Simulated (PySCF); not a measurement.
C₃H₂O, SMILES C=C=C=O.

Geometry optimised at r2SCAN-D4/def2-SVP.

The numbers are results of PySCF with PBE0/def2-TZVPD, not measurements.

Symmetry labels are those of the subgroup Cs that the program uses (full group Cs).

Computed valence orbital energies around the gap with their symmetry:
```csv
orbital,symmetry,energy (eV)
HOMO−7,A',-19.59
HOMO−6,A',-14.78
HOMO−5,A',-13.98
HOMO−4,A',-13.28
HOMO−3,A",-12.78
HOMO−2,A',-12.31
HOMO−1,A",-8.89
HOMO,A',-6.88
LUMO,A",-2.85
LUMO+1,A',-0.08
LUMO+2,A',0.86
LUMO+3,A',1.22
```
